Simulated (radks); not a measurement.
Results of a calculation; reference values are marked as such.
Q: Ionisation of neutral silicon, [Ne] 3s2 3p2, to Si+, [Ne] 3s2 3p1, under several functionals. Scalar-relativistic Kohn-Sham, spin-polarised, spherical densities, finite nucleus; open shells are filled with parallel spins first; a radial shooting solver on a logarithmic mesh with Libxc functionals. The NIST Atomic Spectra Database gives 8.152 eV (measured). Rank these functionals by the error of their Delta-SCF ionisation energy: PBEsol; LDA (Slater exchange, VWN5 correlation); TASK exchange with Perdew-Wang LDA correlation; BP86; PBE; SOGGA; exchange-only LDA; B86b exchange with PBE correlation; PW91.

A: From best to worst: SOGGA 8.172 eV (+0.021); PBEsol 8.227 eV (+0.075); PBE 8.264 eV (+0.112); LDA (Slater exchange, VWN5 correlation) 8.266 eV (+0.114); B86b exchange with PBE correlation 8.281 eV (+0.130); PW91 8.301 eV (+0.149); BP86 8.316 eV (+0.165); TASK exchange with Perdew-Wang LDA correlation 8.634 eV (+0.483); exchange-only LDA 7.433 eV (-0.719). Open shells are spherical and high-spin; term and fine-structure splittings are not resolved.
